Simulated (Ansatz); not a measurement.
Ansatz (a quantum-chemistry and plane-wave program) input file for W(OH)2(H)4 (H₆O₂W), SMILES [OH][WH4][OH], multiplicity 1, PBE0/def2-SVPD. Geometry optimised at PBE0-D3(BJ)/def2-SVP. The geometry has at least one imaginary mode, so it is a saddle point at that level. The multiplicity is an assumed one; no other spin state was optimised. The structure was generated by enumeration; whether it is a known compound was not checked. The def2 effective core potentials stand for the cores of W; spin–orbit coupling is left out. Other conformers were not sampled.

Ansatz 0.2 input:
```yaml
crystal:
  periodic: [false, false, false]
  atoms:
    - {symbol: W, position_ang: [0.00000000, 0.00000000, -0.08960285]}
    - {symbol: O, position_ang: [1.72678349, -0.00000000, 0.67566383]}
    - {symbol: H, position_ang: [2.63843519, -0.00000001, 0.36689857]}
    - {symbol: O, position_ang: [-1.72678349, -0.00000000, 0.67566383]}
    - {symbol: H, position_ang: [-2.63843520, -0.00000000, 0.36689857]}
    - {symbol: H, position_ang: [-0.88277898, 0.00000000, -1.51861446]}
    - {symbol: H, position_ang: [0.00000000, 1.44394215, -0.93828930]}
    - {symbol: H, position_ang: [-0.00000000, -1.44394215, -0.93828931]}
    - {symbol: H, position_ang: [0.88277898, -0.00000000, -1.51861446]}
basis:
  gaussian:
    orbitals: def2-SVPD
hamiltonian:
  xc: {name: PBE0}
```

It prints:

```
WARN ansatz: RAYON_NUM_THREADS=1 ignored (pool sized by the plan → 1); use --threads N
Functional definition: PBE0
integrals: 0.05 GiB planned
1110 factors; their error is unknown
mean field: 0.49 GiB planned
mean field evaluation 1: about -6001.8842 eV, gradient 6.8e1 eV
mean field evaluation 2: about -5968.7283 eV, gradient 1.5e2 eV
mean field evaluation 4: about -6009.7477 eV, gradient 8.9e0 eV
mean field evaluation 8: about -6010.0006 eV, gradient 2.0e-1 eV
mean field evaluation 16: about -6010.0007 eV, gradient 6.3e-5 eV
mean field -6010.00067461 eV, -220.8634510671 hartree, gradient 6.0e-5 eV, S^2 0.000000; 0 other end points of the search recorded, 0 dependent functions left out
reference -6010.00071714 eV, -220.8634526302 hartree; 18, 18 occupied and 111, 111 virtual orbitals, 1110 factors
Total energy: -6010.00071714 eV, -220.8634526302 hartree
```

Self-consistency was reached.

Cost: very roughly 2.8 core-seconds.
